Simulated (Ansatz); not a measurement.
Ga3Sb3H6Cl6 (relaxed from a model of (Cl2Ga-mu-SbH2)3, whose bonding it doesn't keep). Charge 0, multiplicity 3. Geometry r2SCAN-D4/def2-SVP, that of the neutral singlet.

```xyz
18

Ga    1.603    1.291   -1.189
Cl    0.445    0.651   -2.905
Cl    3.667    1.795   -1.542
Sb    0.233    2.404    0.742
Ga   -1.439    0.582    2.018
Cl    0.262   -0.587    2.773
Cl   -2.500    1.742    3.518
Sb   -2.793   -0.558    0.056
Ga   -0.388   -2.626   -0.995
Cl   -1.259   -2.942   -2.949
Cl   -1.241   -3.879    0.565
Sb    2.178   -1.999   -0.815
H     1.468    3.149    1.638
H    -0.314    3.788   -0.082
H    -1.163   -0.967   -0.548
H    -2.666    0.907   -0.848
H     2.169   -2.399    0.855
H     1.737   -0.350   -0.293
```

In the def2 sets Sb takes a core potential; there is no spin–orbit coupling. At PBE-D4/def2-SVP, r2SCAN-D4/def2-SVP the gap within one spin of the charge 0 triplet nearly closes, so an electron or hole may be smeared out by delocalisation error. At PBE-D4/def2-SVP a singlet of charge 0 lies 2.73 eV below the triplet at the same geometry.

Estimate the α-spin orbital energies around the gap (eV) in Ansatz with PBE-D4/def2-SVP, r2SCAN-D4/def2-SVP.


| orbital | PBE-D4/def2-SVP | r2SCAN-D4/def2-SVP |
| --- | --- | --- |
| HOMO−5 | -7.53 | -7.97 |
| HOMO−4 | -7.40 | -7.87 |
| HOMO−3 | -7.26 | -7.64 |
| HOMO−2 | -6.96 | -7.51 |
| HOMO−1 | -6.74 | -7.08 |
| HOMO | -3.82 | -4.11 |
| LUMO | -3.33 | -3.48 |
| LUMO+1 | -2.82 | -2.71 |
| LUMO+2 | -2.24 | -2.15 |
| LUMO+3 | -1.98 | -1.91 |
| LUMO+4 | -1.92 | -1.85 |
| LUMO+5 | -1.55 | -1.44 |
| β HOMO | -6.52 | -6.77 |
| β LUMO | -6.51 | -6.75 |
